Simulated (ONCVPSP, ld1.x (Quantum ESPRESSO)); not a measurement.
# Potentials for Pt (Z = 78) compared

Generated with ld1.x 7.5 (TM, RRKJ, ultrasoft, PAW), atompaw 4.2 or ONCVPSP 4.0.1. The cutoff is in Ry: for ld1.x and atompaw files where the sum of valence levels is converged to 10 mRy in a Bessel basis, for ONCV files where the hardest occupied wave has 1 mHa per electron of residual kinetic energy. The error is the largest all-electron minus pseudo excitation energy over each file’s own four to seven test configurations (ionisations up to +4, promotions, holes and added fractions of an electron), all of which were solved. The labels leave out finer settings (local radius, basis sizes, second energies), which also bear on the numbers. Spin-polarised tests are not counted. The rows are a selection from randomly drawn settings: files with unsolved tests, undetermined cutoffs or missed reference levels are left out.

| potential | cutoff (Ry) | largest error (meV) | bound ghosts |
| --- | --- | --- | --- |
| PAW, PBEsol, scalar-relativistic, rc 2.60/1.75/2.30 (spd), local smoothed, core correction yes, reference 5p6 5d9 6s0.5 6p0 | 30 | +61 | none |
| ONCV, PBE, non-relativistic, rc 1.65/1.90/1.65 (spd), local smoothed, core correction yes, reference 5s2 5p6 5d9 6s1, qcut 6.2/5.6/5.8, projectors 2/2/2 | 36 | -58 | none |
| PAW, PBEsol, scalar-relativistic, rc 1.60/1.95/1.90/1.70 (spdf), local smoothed, core correction yes, reference 5s2 5p6 5d9 6s1 6p0 | 35 | -53 | none |
| RRKJ, LDA (PZ), scalar-relativistic, rc 1.95/4.00/1.25 (spd), local s, core correction yes, reference 5d9 6s1 6p0 | 100 | -959 | none |
| PAW, PBEsol, scalar-relativistic, rc 1.70/1.70/2.15/2.00 (spdf), local smoothed, core correction yes, reference 5s2 5p6 5d9 6s1 6p0 | 35 | -33 | none |
| RRKJ, LDA (PZ), scalar-relativistic, rc 2.55/1.50/2.05/2.20 (spdf), local s, core correction yes, reference 5p6 5d9 6s0.5 6p0 | 70 | -480 | none |
| TM, PBE, scalar-relativistic, rc 1.80/3.25/2.00 (spd), local smoothed, core correction no, reference 5d9 6s1 6p0 | 40 | -616 | none |

Task: Fill in the row for Pt: ONCV, PBE, scalar-relativistic, rc 1.30/1.90/1.40 (spd), local smoothed, core correction no, reference 5s2 5p6 5d8, qcut 8.9/7.4/7.2, projectors 2/2/2.

Result: cutoff 65 Ry, largest error +7.9 meV, bound ghosts: none.
